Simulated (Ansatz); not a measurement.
Stepwise reaction of `CB[SiH2]BC` with hydrogen, as a gas-phase model of exchange steps in deposition or etching. ΔE in kJ/mol.

Isolated molecules relaxed with PBE0-D4/def2-TZVP in Ansatz; ΔE leaves out vibrations. CBS: MP2 limit from def2 TZ/QZ plus the TZ coupled-cluster correction, frozen cores. This one scheme is used for every species. Functionals use def2-TZVPP. B3LYP here is the variant with VWN-RPA as its local correlation; programs differ in this. One conformer a species, not always the lowest.

| step | reaction | PBE-D4 | B3LYP-D4 | ωB97M-V | CCSD(T)/CBS |
| --- | --- | --- | --- | --- | --- |
| 1 | `CB[SiH2]BC` + H₂ → `CB[SiH3]` + `BC` | -12.9 | -29.9 | -33.7 | -28.9 |

Give the row of step 2, `CB[SiH3]` + H₂ → SiH₄ + `BC`. (An estimate is asked.)

Computed: 
```tsv
step	reaction	PBE-D4	B3LYP-D4	ωB97M-V	CCSD(T)/CBS
2	`CB[SiH3]` + H₂ → SiH₄ + `BC`	-25.0	-39.2	-41.8	-38.0
```

By hand: ΔE of the 2 steps together at CCSD(T)/CBS.

(-28.9) + (-38.0) = -66.9 kJ/mol, or -33.5 kJ/mol a step.

In ΔE each step is lower than the one before. All are downhill at CCSD(T)/CBS. PBE-D4 differs from CCSD(T)/CBS by 13.0 to 16.0 kJ/mol a step. Isolated molecules leave out the surface, adducts and barriers. Largest T1 diagnostic: 0.013.
